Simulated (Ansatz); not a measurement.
`NC1([SiH3])CO1` + `CO[AsH2]` → `CO[AsH][SiH3]` + `NC1CO1` at 700 K and 1 bar (ligand exchange at the Si–C bond).

Calculated with Ansatz (gas phase, PBE0-D4/def2-TZVP geometries, no zero-point term in ΔE). CCSD(T)/CBS adds triple-zeta CCSD(T) − MP2 to the extrapolated MP2 energy (def2 sets, frozen cores). For As outer-core shells are correlated without core-valence functions, which leaves a few kJ/mol of doubt a bond. Scalar relativity is left out up to krypton. One conformer a species, not always the lowest.

| species | CCSD(T)/CBS energy (Eh) | H − E (kJ/mol) | S (J/(mol·K)) |
| --- | --- | --- | --- |
| `NC1([SiH3])CO1` | -499.21288 | 315.9 | 453.5 |
| `CO[AsH2]` | -2351.21577 | 205.2 | 375.1 |
| `CO[AsH][SiH3]` | -2641.50192 | 277.3 | 487.7 |
| `NC1CO1` | -208.93796 | 251.5 | 356.7 |

H − E and S are ideal-gas, rigid-rotor, harmonic terms from PBE0-D4/def2-TZVP, for one conformer and one mirror image of each species. 1 Eh = 2625.50 kJ/mol, R = 8.31446 J/(mol·K).

Problem. By hand: ΔE, ΔH, ΔS and ΔG.

Solution. ΔE = (-2641.50192) + (-208.93796) − (-499.21288) − (-2351.21577) = -0.01123 Eh = -29.5 kJ/mol. Δ(H − E) = 277.3 + 251.5 − 315.9 − 205.2 = 7.7, so ΔH = -21.8 kJ/mol. ΔS = 487.7 + 356.7 − 453.5 − 375.1 = 15.8 J/(mol·K). ΔG = -21.8 − 700 × (15.8)/1000 = -32.9 kJ/mol.

Problem. By hand: the equilibrium constant, and the temperature at which ΔG would vanish if ΔH and ΔS stayed fixed.

Solution. log₁₀ K = −ΔG/(RT ln 10) = 2.5. ΔH and −TΔS have one sign here, so there is no such temperature.

TΔS isn't small against ΔH here. A doubt of 5 kJ/mol in ΔE shifts log₁₀ K by 0.4 here. Other conformers and mirror images would add mixing entropy, several J/(mol·K) or more a flexible species. Modes under 60 cm⁻¹, often nearly free rotors, make the harmonic entropy too high. These are equilibria of isolated gas molecules and say nothing of rates. Largest T1 diagnostic: 0.012 (customary marks: 0.02 for closed shells, 0.045 for open ones).
